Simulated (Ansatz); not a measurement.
Compare A (`O[SiH](S)[SiH2][SiH3]`) with its isomer B (`O[SiH]([SiH3])[SiH2]S`).

Computed with Ansatz on PBE0-D4/def2-TZVP structures; ΔE is electronic, products minus reactants. CCSD(T)/CBS is the MP2 limit (def2-TZVPP, def2-QZVPP) plus CCSD(T) − MP2 in def2-TZVPP, frozen cores. Functionals use def2-TZVPP. B3LYP here is the variant with VWN-RPA as its local correlation; programs differ in this. One conformer a species, not always the lowest.

Question: Which isomer does CCSD(T)/CBS put lower? Give the gap. (Estimate.)

Answer: Computed: A, by 4.6 kcal/mol.

Question: Give E(B) − E(A) in kcal/mol with MP2/def2-TZVPP, B3LYP, PBE0-D4, ωB97M-V, CCSD/def2-TZVPP, B3LYP-D4, CCSD(T)/def2-SVP. (An estimate is asked.)

Answer: Ansatz gave: MP2/def2-TZVPP 4.9, B3LYP 4.0, PBE0-D4 4.3, ωB97M-V 4.6, CCSD/def2-TZVPP 4.7, B3LYP-D4 4.1, CCSD(T)/def2-SVP 4.8. None reverses the order clearly.

Question: Does the order hold for the free energy at 298.15 K (harmonic terms from PBE0-D4)? (Estimate.)

Answer: Computed: Yes: G(B) − G(A) = +5.5 kcal/mol, for one conformer each. Modes under 60 cm⁻¹, often nearly free rotors, make the harmonic entropy too high.

Largest T1 diagnostic: 0.013.

Leaving LDA and LC-ωPBE aside and taking each functional with its dispersion term where it has one, the values, not all of them listed here, spread over 0.9 kcal/mol, from BLYP-D4 to PBE-QIDH.
